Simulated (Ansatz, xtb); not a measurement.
**Relative energy of two isomers of C2H2F2Ga**

Structure I is `F/C=[CH]/[Ga][F]`, a doublet and structure II is `F/C=[CH]\[Ga][F]`, a doublet. Both are isolated molecules in the gas phase, relaxed with PBE-D3(BJ)/def2-SVP; the shapes shown needn't be the lowest conformers.

I (Å):

```xyz
7

C    -0.4325    1.1388    1.3677
C     0.3355    1.3365    0.2811
F    -0.9652    2.1413    2.0832
F     0.3880   -1.7502    0.3103
Ga    0.9947   -0.3223   -0.5905
H    -0.7002    0.1480    1.7773
H     0.5645    2.3532   -0.0750
```

II (Å):

```yaml
atoms:
  - { symbol: C, position_ang: [-0.0608, -0.1258, 0.3028] }
  - { symbol: C, position_ang: [0.5685, -0.4418, -0.8375] }
  - { symbol: F, position_ang: [-0.8540, -0.9891, 0.9622] }
  - { symbol: F, position_ang: [1.3587, -2.3634, -3.1997] }
  - { symbol: Ga, position_ang: [0.4018, -2.2384, -1.6938] }
  - { symbol: H, position_ang: [-0.0100, 0.8475, 0.8267] }
  - { symbol: H, position_ang: [1.2017, 0.3230, -1.3172] }
```

**Question.** Estimate which is lower in electronic energy at CCSD(T)/def2-SVP, and by roughly how much.

**Answer.** Too close to call at this level: CCSD(T)/def2-SVP gives E(II) − E(I) = −0.008 eV.

The same difference at several levels:

| level | geometry | E(II) − E(I) (eV) | departure from the last row (eV) | job, with rough time for the two |
| --- | --- | --- | --- | --- |
| PBE-D3(BJ)/def2-SVP | PBE-D3(BJ)/def2-SVP | +0.006 | +0.014 | optimisation, 89 s |
| HF/def2-SVP | PBE-D3(BJ)/def2-SVP | −0.021 | −0.013 | part of the CCSD(T) run |
| MP2/def2-SVP | PBE-D3(BJ)/def2-SVP | +0.034 | +0.042 | part of the CCSD(T) run |
| CCSD(T)/def2-SVP | PBE-D3(BJ)/def2-SVP | −0.008 |  | single point, 71 s |

As drawn, both hold the same kinds of bond in the same numbers.

The largest departure from CCSD(T)/def2-SVP is that of MP2/def2-SVP, 0.042 eV. Levels run at GFN2-xTB geometries aren't shown.

With harmonic frequencies from PBE-D3(BJ)/def2-SVP (ideal gas, rigid rotor, one conformer each, 298.15 K, 1 atm): on the last row, ΔE + ΔZPE = −0.016 eV. A mode under 50 cm⁻¹ makes harmonic enthalpies and free energies unreliable, so none is given.

Open shells are spin-unrestricted, with notable spin contamination under HF/def2-SVP, MP2/def2-SVP, CCSD(T)/def2-SVP. The correlated steps freeze 13 core orbitals; the filled d shell of Ga is correlated, in a basis made for valence electrons. Programs: Ansatz 0.2.0; the last row on 2 threads of Intel(R) Xeon(R) Platinum 8488C (Sapphire Rapids) on a shared host.
